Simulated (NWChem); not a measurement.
System meant: TiNHClF; SMILES [Cl][Ti](=[NH])[F]

Here is an NWChem input.

```
start job
memory heap 200 mb stack 900 mb global 1100 mb
geometry units angstroms noautosym nocenter noautoz
  Ti    -0.023334    -0.355401     0.141842
  N     -1.422425    -1.028026    -0.458554
  H     -2.187238    -1.492150    -0.966338
  F      1.413398    -1.341233    -0.209211
  Cl     0.068816     1.881192     0.033214
end
basis spherical
  * library def2-svp
end
dft
  xc m06-l
  iterations 150
end
property
  shielding
end
task dft property
```

End of the output:

```
 Vector   31  Occ=0.000000D+00  E=-8.252174D-02
              MO Center= -2.6D-01, -4.7D-01,  8.1D-02, r^2= 1.8D+00
   Bfn.  Coefficient  Atom+Function         Bfn.  Coefficient  Atom+Function
  ----- ------------  ---------------      ----- ------------  ---------------
    18      0.487540  1 Ti d  1              15      0.377574  1 Ti d -2
    40     -0.276249  2 N  pz                37      0.259392  2 N  pz
    17     -0.236598  1 Ti d  0              19      0.232177  1 Ti d  2
    23      0.203698  1 Ti d  1              14     -0.163717  1 Ti pz
    16     -0.162400  1 Ti d -1              20      0.155969  1 Ti d -2

 center of mass
 --------------
 x =   0.09970840 y =   0.13273626 z =  -0.06068975

 moments of inertia (a.u.)
 ------------------
         663.390079065585          27.737806620365         -20.599948780257
          27.737806620365         273.325682042596         -48.256477318891
         -20.599948780257         -48.256477318891         896.994190822442

     Multipole analysis of the density
     ---------------------------------

     L   x y z        total         alpha         beta         nuclear
     -   - - -        -----         -----         ----         -------
     0   0 0 0     -0.000000    -28.000000    -28.000000     56.000000

     1   1 0 0     -0.457015     -1.393422     -1.393422      2.329830
     1   0 1 0     -0.672026     -3.550449     -3.550449      6.428872
     1   0 0 1      0.727538      2.606829      2.606829     -4.486121

     2   2 0 0    -29.776001    -80.986240    -80.986240    132.196479
     2   1 1 0      2.741867      3.474915      3.474915     -4.207963
     2   1 0 1      1.221980     -6.502888     -6.502888     14.227756
     2   0 2 0    -33.284727   -175.116130   -175.116130    316.947533
     2   0 1 1     -0.667497    -13.225863    -13.225863     25.784230
     2   0 0 2    -25.292052    -18.468664    -18.468664     11.645276

          -----------------------------------------
          Chemical Shielding Tensors (GIAO, in ppm)
          -----------------------------------------

 ------------------------------------------------------------------------
  xm06: d2 not coded                    0
 ------------------------------------------------------------------------
 ------------------------------------------------------------------------
  current input line :
    20: task dft property
 ------------------------------------------------------------------------
 ------------------------------------------------------------------------
 This error has not yet been assigned to a category
 ------------------------------------------------------------------------
 For more information see the NWChem manual at https://nwchemgit.github.io

0: xm06: d2 not coded:Received an Error in Communication
```

Task: Find the fault in this run and fix the input.

Result: The program stopped with an error. Cause: this functional's second derivatives, which shieldings need, aren't coded here; the fix takes a hybrid GGA instead. This input runs:
```
start job
memory heap 200 mb stack 900 mb global 1100 mb
geometry units angstroms noautosym nocenter noautoz
  Ti    -0.023334    -0.355401     0.141842
  N     -1.422425    -1.028026    -0.458554
  H     -2.187238    -1.492150    -0.966338
  F      1.413398    -1.341233    -0.209211
  Cl     0.068816     1.881192     0.033214
end
basis spherical
  * library def2-svp
end
dft
  xc pbe0
  iterations 150
end
property
  shielding
end
task dft property
```
It converges to -1464.10633 Ha (PBE0/def2-SVP, GIAO).
